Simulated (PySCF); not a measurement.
Computed shifts of a molecule C2H5BF2O, PySCF with PBE/pcSseg-1, GIAO, gas phase, equivalent atoms averaged, in ppm (number of nuclei): ¹⁹F: -154.7 (1), -158.7 (1). ¹³C: 67.8 (1), 21.3 (1). ¹H: 4.46 (1), 4.16 (1), 1.54 (3). References: ¹¹B against BF3 (σ = 83.9 ppm); ¹⁹F against CFCl3 (σ = 133.6 ppm); ¹⁷O against H2O (σ = 334.3 ppm); ¹³C against TMS (σ = 182.0 ppm); ¹H against TMS (σ = 31.49 ppm), references at their B3LYP-D3(BJ)/def2-TZVP geometries, non-relativistic. Geometry optimised at ωB97X-D3(BJ)/def2-SVP. The values are those of a single conformer.

Task: Which molecule gave these data?
A) OCCB(F)F
B) COB(F)CF
C) CCOB(F)F
D) C[C@H](O)B(F)F

Result: C, CCOB(F)F
